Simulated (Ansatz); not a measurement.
Reaction (redistribution): `N[SiH2][Al]([OH])[Cl]` + `OC[SiH2]Cl` → `[OH][Al]([Cl])[SiH2]Cl` + `N[SiH2]CO`

Computed with Ansatz on PBE0-D4/def2-TZVP structures; ΔE is electronic, products minus reactants. CCSD(T)/CBS adds triple-zeta CCSD(T) − MP2 to the extrapolated MP2 energy (def2 sets, frozen cores). Functionals use def2-TZVPP. B3LYP here is the variant with VWN-RPA as its local correlation; programs differ in this. Each species was taken in one conformer, which may not be the lowest.

```
             level  ΔE (kJ/mol)  difference from CCSD(T)/CBS
            PBE-D4         -5.5                          1.6
         r2SCAN-D4         -6.2                          0.9
           PBE0-D4         -6.6                          0.5
           ωB97X-V         -7.4                         -0.3
           ωB97M-V         -7.6                         -0.5
            B2PLYP         -6.7                          0.4
            r2SCAN         -6.1                          1.0
              PBE0         -6.2                          0.9
             B3LYP         -5.7                          1.4
     HF/def2-TZVPP         -5.7                          1.4
    MP2/def2-TZVPP         -7.9                         -0.8
SCS-MP2/def2-TZVPP         -7.2                         -0.1
CCSD(T)/def2-TZVPP         -7.6                         -0.5
     HF/def2-QZVPP         -5.2                          1.9
    MP2/def2-QZVPP         -7.4                         -0.3
SCS-MP2/def2-QZVPP         -6.8                          0.3
       CCSD(T)/CBS         -7.1                            0
```

Largest T1 diagnostic among the species: 0.012.
